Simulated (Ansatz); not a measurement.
Species: C2HCl3, charge 0, singlet. C2HCl3 (SMILES ClC(=CCl)Cl).
B3LYP-D3(BJ)/def2-TZVP minimum from Ansatz (a program for electronic structure):
```
C
C 1 1.3292
H 2 1.0787 1 120.82
Cl 1 1.7162 2 124.31 3 -180.00
Cl 2 1.7170 3 115.14 1 180.00
Cl 1 1.7297 2 120.07 3 0.00
```
Charge 0, spin multiplicity 1.

Total energies in cc-pV(D+d)Z, 30 correlated electrons, 17 frozen orbitals. UHF or UKS for unpaired electrons; spin-orbit terms are left out. Correlated methods leave the cores frozen. No relativity. The restricted determinant of C2HCl3 (ClC=C(Cl)Cl, singlet) is unstable towards broken spin symmetry in at least one set run.

```tsv
method	program	energy (Eh)	minus CCSDT(Q) (mEh)
HF	Ansatz	-1454.79614	752.93
MP2	Ansatz	-1455.47632	72.74
CCSD	Ansatz	-1455.52156	27.50
CCSD(T)	Ansatz	-1455.54610	2.96
CCSDT(Q)	Ansatz	-1455.54907	0.00
```

Rough core times of Ansatz's runs on a shared machine: CCSD(T) under 20 s, CCSDT(Q) 60 min.
